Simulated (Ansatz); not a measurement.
```yaml
crystal:
  periodic: [false, false, false]
  atoms:
    - {symbol: N, position_ang: [2.395304, -2.315094, 1.941471]}
    - {symbol: C, position_ang: [1.726243, -1.601574, 1.331451]}
    - {symbol: C, position_ang: [0.859609, -0.736850, 0.599758]}
    - {symbol: C, position_ang: [1.376057, 0.133419, -0.274319]}
    - {symbol: C, position_ang: [0.547235, 1.097027, -1.052297]}
    - {symbol: C, position_ang: [-0.875745, 1.202071, -0.522489]}
    - {symbol: C, position_ang: [-1.437889, -0.176445, -0.213044]}
    - {symbol: C, position_ang: [-0.616770, -0.869079, 0.863536]}
    - {symbol: H, position_ang: [2.450348, 0.146249, -0.429283]}
    - {symbol: H, position_ang: [0.542909, 0.783755, -2.105344]}
    - {symbol: H, position_ang: [1.037552, 2.076207, -1.045657]}
    - {symbol: H, position_ang: [-1.506909, 1.724923, -1.244964]}
    - {symbol: H, position_ang: [-0.876826, 1.804891, 0.392485]}
    - {symbol: H, position_ang: [-2.480618, -0.107168, 0.105852]}
    - {symbol: H, position_ang: [-1.425416, -0.784820, -1.124365]}
    - {symbol: H, position_ang: [-0.875157, -1.929840, 0.926114]}
    - {symbol: H, position_ang: [-0.839916, -0.447683, 1.851093]}
basis:
  gaussian: {orbitals: aug-cc-pVTZ}
magnetization: {spin_polarized: true, initial_magnetization: 1}
hamiltonian: {xc: {name: wB97}}
output: {forces: true}
```

```sh
$ ansatz run in.yaml --threads 2 --pin off --events-out ev --progress --plain --max-ram 20480MiB --backend cuda --devices 0, --max-vram 18GiB
```

**Question.** How does Ansatz answer? (Best estimate.)

**Answer.** The calculation gave: The program refused the input.
```
Error: a molecule whose nuclei and cores have a total charge of 58 cannot have a net charge of 0 together with 1 unpaired electrons
```
